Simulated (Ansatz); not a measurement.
B(I)3 anion (BI3), SMILES IB(I)I (connectivity only; charge and spin as stated), charge -1, multiplicity 2.

Coordinates come from a PBE0-D3(BJ)/def2-SVPD optimisation. The multiplicity is an assumed one; no other spin state was optimised. The isomer is the one that the SMILES or the coordinates give; other isomers of the formula were not compared. The def2 effective core potentials stand for the cores of I; spin–orbit coupling is left out.

Two levels are set side by side: PBE/def2-SVPD (Ansatz, a first-principles code) and PBE0/def2-SVPD (Ansatz). Energy differences of separate SCF runs at the same geometry; the states with an electron removed or added have multiplicity 1. Differences are taken from unrounded values.

```json
[
 {"quantity": "vertical ionisation energy (eV)", "PBE0": "2.22", "PBE": "2.01", "PBE minus PBE0": "-0.21"}
]
```
